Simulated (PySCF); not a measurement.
Computed IR spectrum (relative IR intensity) of a molecule Cl₂FH₃Si₂. Geometry optimised at PBE-D3(BJ)/def2-SVP. The values are those of a single conformer. Calculation: PBE-D3(BJ)/def2-SVP (PySCF). Frequencies are harmonic and unscaled.

Lines under 2 % of the strongest are left out, and lines within 2 cm⁻¹ are merged.

ν (cm⁻¹): 129 (vw), 164 (vw), 403 (m), 494 (w), 522 (m), 568 (s), 703 (m), 721 (vs), 767 (s), 823 (m), 876 (vs), 911 (s), 2167 (s), 2181 (w), 2188 (vs) (against the strongest line: vs over 80 %, s over 45 %, m over 15 %, w over 4 %, vw less)

### Question
Which molecule gave these data?
A) F[SiH2][SiH](Cl)Cl
B) F[Si]([SiH3])(Cl)Cl
C) F[Si@H](Cl)[SiH2]Cl

### Answer
A, F[SiH2][SiH](Cl)Cl
